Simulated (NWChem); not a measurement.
Molecule: SiH₃Cl; SMILES Cl[SiH3]

```xyz
5

Si     0.0000     0.0000    -0.9580
Cl     0.0000     0.0000     1.1223
H     -0.7926    -1.1766    -1.4475
H      1.4152    -0.0981    -1.4475
H     -0.6226     1.2747    -1.4475
```
Atoms are numbered in this order, from 1.

Computed with NWChem. Pople sets run with spherical d functions. The geometry was optimised at PBE-D3(BJ)/def2-SVP. GIAO values for the isolated, static molecule; σ is the absolute isotropic shielding.

```csv
level,basis functions,σ Si1 (ppm),σ Cl2 (ppm),σ H3 (ppm),relative time
PBE0/6-31G*,42,418.3,1049.4,26.71,1
PBE0/6-311G**,70,383.1,1017.1,26.24,2
PBE0/def2-SVP,51,433.8,1056.7,26.15,1
PBE0/def2-TZVP,92,366.4,1019.1,26.03,4
PBE0/IGLO-II,88,385.8,1026.9,26.06,3
PBE0/IGLO-III,118,382.5,1019.4,26.03,6
PBE0/pcSseg-2,128,375.1,1018.4,26.01,9
```

Times are rough ratios from one shared machine.
